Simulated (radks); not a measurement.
Results of a calculation; reference values are marked as such.
All-electron atom: Hg3+ in [Xe] 4f14 5d9. Level of theory: scalar-relativistic Kohn-Sham, PBEsol, spin-unpolarised, spherical densities, finite nucleus; Fermi nuclear charge, rms radius 5.4648 fm (a radial shooting solver on a logarithmic mesh with Libxc functionals).

Local quantities along the radius. ELF = 1/(1 + alpha^2) is the electron localisation function; alpha = (tau - tau_W)/tau_unif compares the Pauli kinetic energy density with that of the uniform gas; s = |grad rho|/(2 (3 pi^2)^(1/3) rho^(4/3)) is the reduced gradient; r v_xc is r times the local exchange-correlation potential (hartree bohr); 4 pi r^2 rho is in e/bohr. tau is taken from the large components.

| r (bohr) | ELF | alpha | s | r v_xc | 4 pi r^2 rho |
|---|---|---|---|---|---|
| 0.001271 | 0.999 | 0.02434 | 0.8052 | -0.1412 | 15.55 |
| 0.001695 | 0.999 | 0.02730 | 0.7177 | -0.1683 | 23.18 |
| 0.002243 | 0.999 | 0.03180 | 0.6584 | -0.2014 | 33.43 |
| 0.002967 | 0.998 | 0.03894 | 0.6212 | -0.2412 | 46.85 |
| 0.003957 | 0.997 | 0.05124 | 0.6040 | -0.2888 | 63.71 |
| 0.005236 | 0.995 | 0.07252 | 0.6070 | -0.3400 | 81.69 |
| 0.006928 | 0.987 | 0.1132 | 0.6297 | -0.3930 | 98.25 |
| 0.009241 | 0.961 | 0.2018 | 0.6719 | -0.4441 | 109.3 |
| 0.01223 | 0.864 | 0.3968 | 0.7187 | -0.4842 | 110.6 |
| 0.01618 | 0.604 | 0.8102 | 0.7218 | -0.5119 | 103.9 |
| 0.02158 | 0.355 | 1.349 | 0.5788 | -0.5394 | 98.55 |
| 0.02855 | 0.387 | 1.259 | 0.3515 | -0.6116 | 108.3 |
| 0.03777 | 0.623 | 0.7782 | 0.2828 | -0.7415 | 133.3 |
| 0.05038 | 0.742 | 0.5897 | 0.3729 | -0.8567 | 150.6 |
| 0.06666 | 0.591 | 0.8318 | 0.4758 | -0.8988 | 137.0 |
| 0.0882 | 0.352 | 1.358 | 0.3727 | -0.9122 | 117.6 |
| 0.1176 | 0.528 | 0.9457 | 0.2086 | -1.072 | 130.6 |
| 0.1557 | 0.716 | 0.6298 | 0.3385 | -1.217 | 137.3 |
| 0.2059 | 0.465 | 1.072 | 0.4995 | -1.167 | 97.90 |
| 0.2747 | 0.329 | 1.429 | 0.2127 | -1.185 | 78.28 |
| 0.3634 | 0.681 | 0.6848 | 0.2236 | -1.424 | 92.20 |
| 0.4809 | 0.652 | 0.7307 | 0.4628 | -1.431 | 70.34 |
| 0.6414 | 0.339 | 1.396 | 0.5678 | -1.223 | 35.05 |
| 0.8486 | 0.467 | 1.069 | 0.3817 | -1.218 | 23.76 |
| 1.123 | 0.674 | 0.6962 | 0.5037 | -1.244 | 17.67 |
| 1.498 | 0.532 | 0.9379 | 0.8117 | -1.104 | 8.900 |
| 1.982 | 0.251 | 1.726 | 1.363 | -0.8507 | 3.037 |
| 2.622 | 0.057 | 4.062 | 2.695 | -0.5447 | 0.6468 |
| 3.497 | 0.004 | 15.05 | 6.979 | -0.3824 | 0.06659 |
| 4.627 | 0.000 | 102.7 | 24.69 | -0.1757 | 0.002794 |

On this mesh the ELF has minima near r = 0.025, 0.088, 0.24, 0.73 bohr, which separate the shells, and maxima near 0.050 (0.74), 0.16 (0.72), 0.42 (0.72), 1.1 (0.67).
